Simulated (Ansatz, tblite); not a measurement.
Forces on Cd4Te2Br4 at its r2SCAN-D4/def2-SVP geometry. The state is a singlet with charge 0.

In the def2 sets Cd, Te take a core potential; there is no spin–orbit coupling. The xTB rows come from tblite. The structure comes from a short search, and lower isomers may exist.

GFN1-xTB (tblite), largest force 0.86 eV/Å:

```xyz
10
positions Å, forces eV/Å
Cd    1.769   -0.319    1.780   -0.160    0.230   -0.414
Cd    1.661   -0.179   -1.829   -0.122    0.198    0.443
Cd    0.105    2.456    0.085    0.252   -0.392   -0.006
Cd   -2.956   -1.635   -0.018    0.763    0.406    0.020
Te    2.755    1.584    0.022   -0.060   -0.032   -0.009
Te   -0.620   -0.372    0.033    0.096    0.035   -0.014
Br   -5.080   -2.788   -0.052   -0.722   -0.392   -0.012
Br    1.807   -1.393   -3.946    0.039   -0.116   -0.225
Br   -1.443    4.351    0.140   -0.132    0.196    0.006
Br    2.003   -1.704    3.783    0.048   -0.133    0.211
```

GFN2-xTB (tblite), largest force 0.59 eV/Å:

```
Cd 0.039 -0.049 0.095
Cd 0.058 -0.023 -0.088
Cd 0.015 0.159 0.008
Cd -0.359 -0.204 -0.002
Te 0.499 0.310 -0.012
Te -0.328 -0.217 0.002
Br -0.048 -0.028 0.001
Br 0.027 0.043 0.046
Br 0.071 -0.044 -0.002
Br 0.026 0.052 -0.048
```

PBE-D4/def2-TZVP (Ansatz), largest force 0.19 eV/Å:

```
Cd -0.018 0.020 -0.013
Cd -0.018 0.016 0.035
Cd 0.015 -0.030 0.005
Cd 0.084 0.047 0.004
Te 0.088 0.042 -0.009
Te 0.063 0.015 -0.004
Br -0.166 -0.089 -0.005
Br 0.012 -0.056 -0.103
Br -0.073 0.093 0.004
Br 0.013 -0.058 0.085
```
